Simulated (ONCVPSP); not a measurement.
## Pseudopotential generation for bromine (Br): ONCV, PBE, scalar-relativistic.

```
Element                 : Br (Z = 35)
Generator               : ONCVPSP 4.0.1
Type                    : optimised norm-conserving Vanderbilt (ONCV)
Functional              : PBE
Relativity              : scalar-relativistic
Frozen core             : [Ne]
Valence charge          : 25
Reference configuration : 3s2 3p6 3d10 4s2 4p5
Partial waves           : 3s+4s: rc 0.80 bohr, ncon 4, nbas 8, qcut 17.5 1/bohr, 2 projectors; 3p+4p: rc 0.80 bohr, ncon 4, nbas 8, qcut 21.2 1/bohr, 2 projectors; 3d: rc 0.90 bohr, ncon 4, nbas 8, qcut 17.2 1/bohr, 2 projectors, debl 3.5 Ha
Local potential         : polynomial inside 0.50 bohr (lpopt 5, dvloc0 3 Ha)
Core correction         : Teter function, fcfact 5, rcfact 1.45
```

Poles of the logarithmic derivatives, all-electron (AE) and pseudo (PS). s: poles at -5.8 (AE) and -5.8 (PS) Ha. p: poles at -3.4 (AE) and -3.4 (PS) Ha. d: poles at -0.9 (AE) and -0.9 (PS) Ha. Test radii: s 0.81, p 0.81, d 0.91 bohr.

- Cutoffs needed: 125 Ha and 138 Ha (the cutoffs (Ha) at which the residual kinetic energy of the hardest occupied pseudo-wave falls to 1 and 0.1 mHa per electron)
- Ghost test: no bound ghost flagged; GHOST(+) flags only above 600 eV
- Largest excitation error: +173 meV (all-electron minus pseudo) for 3s2 3p6 3d9 4s2 4p5, out of 4 test configurations
- rms error of d²Exc/dni dnj: 1.97 mHa without and 1.83 mHa with the model core
